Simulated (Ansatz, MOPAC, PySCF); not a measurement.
Noncovalent pair: C2H2 (SMILES C#C) (first 4 atoms) with C2H6 (SMILES CC); geometry from B3LYP-D3(BJ)/def2-TZVP.
(charge 0, multiplicity 1):
```xyz
12

C      0.422    -0.243    -0.581
C     -0.336     0.005     0.311
H      1.096    -0.464    -1.373
H     -1.006     0.225     1.106
C     -0.757     0.261     3.977
C      0.715    -0.142     3.954
H     -0.919     1.203     3.448
H     -1.118     0.398     4.999
H     -1.385    -0.500     3.510
H      1.073    -0.278     2.932
H      0.875    -1.081     4.488
H      1.340     0.618     4.426
```

Counterpoise-corrected where a basis set is named; no monomer relaxation. Rows marked so take none.

Correlated levels freeze the cores. Rows in 3-21G carry no dispersion term and start afresh at each structure. The state reached by PM3 isn't checked.

Run with Ansatz (a program for electronic structure) with Gaussian orbitals; MOPAC for PM3 (differences of heats of formation); PySCF for 3-21G rows, the dispersion terms. Each number belongs to the level named beside it.

```
level                       interaction energy (meV)
--------------------------  ------------------------
PM3                                            -35.5
HF/3-21G (no counterpoise)                      -4.1
BLYP/def2-TZVPPD                                30.5
revPBE-D4/def2-TZVPPD                          -38.3
r2SCAN-D4/def2-TZVPPD                          -38.4
PBE0-D4/def2-TZVPPD                            -46.5
wB97X-V/def2-TZVPPD                            -42.5
B2PLYP-D3(BJ)/def2-TZVPPD                      -39.7
CCSD(T)/aug-cc-pVDZ                                ?
```

### Question
Fill in the missing entries.

### Answer

- CCSD(T)/aug-cc-pVDZ, interaction energy (meV): -33.7
